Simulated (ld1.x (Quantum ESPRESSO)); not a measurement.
**Reading a pseudo-wave (indium)**

Columns: radius, all-electron u(r) and pseudo u(r) of the 5p shell (level -2.52 eV) of indium in the configuration [Kr] 4d10 5s2 5p1; PBE, scalar-relativistic, ultrasoft scheme, ld1.x (Quantum ESPRESSO) 7.5.

```json
{"r (bohr)": "0.152", "all-electron": "-0.0392", "pseudo": "-0.0058"}
{"r (bohr)": "0.305", "all-electron": "-0.1138", "pseudo": "-0.0229"}
{"r (bohr)": "0.458", "all-electron": "0.0643", "pseudo": "-0.0504"}
{"r (bohr)": "0.610", "all-electron": "0.1956", "pseudo": "-0.0867"}
{"r (bohr)": "0.762", "all-electron": "0.2145", "pseudo": "-0.1299"}
{"r (bohr)": "0.915", "all-electron": "0.1522", "pseudo": "-0.1784"}
{"r (bohr)": "1.068", "all-electron": "0.0515", "pseudo": "-0.2295"}
{"r (bohr)": "1.220", "all-electron": "-0.0579", "pseudo": "-0.2806"}
{"r (bohr)": "1.372", "all-electron": "-0.1617", "pseudo": "-0.3301"}
{"r (bohr)": "1.525", "all-electron": "-0.2538", "pseudo": "-0.3765"}
{"r (bohr)": "1.678", "all-electron": "-0.3314", "pseudo": "-0.4182"}
{"r (bohr)": "1.830", "all-electron": "-0.3942", "pseudo": "-0.4540"}
{"r (bohr)": "1.982", "all-electron": "-0.4441", "pseudo": "-0.4838"}
{"r (bohr)": "2.135", "all-electron": "-0.4827", "pseudo": "-0.5077"}
{"r (bohr)": "2.288", "all-electron": "-0.5112", "pseudo": "-0.5258"}
{"r (bohr)": "2.440", "all-electron": "-0.5309", "pseudo": "-0.5385"}
{"r (bohr)": "2.592", "all-electron": "-0.5434", "pseudo": "-0.5466"}
{"r (bohr)": "2.745", "all-electron": "-0.5497", "pseudo": "-0.5507"}
{"r (bohr)": "2.898", "all-electron": "-0.5509", "pseudo": "-0.5510"}
{"r (bohr)": "3.050", "all-electron": "-0.5478", "pseudo": "-0.5478"}
{"r (bohr)": "3.202", "all-electron": "-0.5412", "pseudo": "-0.5412"}
{"r (bohr)": "3.355", "all-electron": "-0.5317", "pseudo": "-0.5317"}
{"r (bohr)": "3.508", "all-electron": "-0.5199", "pseudo": "-0.5199"}
{"r (bohr)": "3.660", "all-electron": "-0.5064", "pseudo": "-0.5064"}
{"r (bohr)": "3.812", "all-electron": "-0.4915", "pseudo": "-0.4915"}
{"r (bohr)": "3.965", "all-electron": "-0.4756", "pseudo": "-0.4756"}
```

(1) How many radial nodes do the two functions have?

(2) At about which radius was the pseudo-wave matched?

(3) Is the pseudo-wave norm-conserving?

Results:

(1) The all-electron 5p function has n − l − 1 = 3 (the table is too coarse to show those close to the nucleus); the pseudo-wave has 0, since the states of the same l below it are removed with the core.

(2) 3.05 bohr, where the columns begin to agree (steps of 0.15 bohr).

(3) No, it belongs to an ultrasoft set: the norm inside the radius is not constrained, and the difference is carried by the augmentation charge.
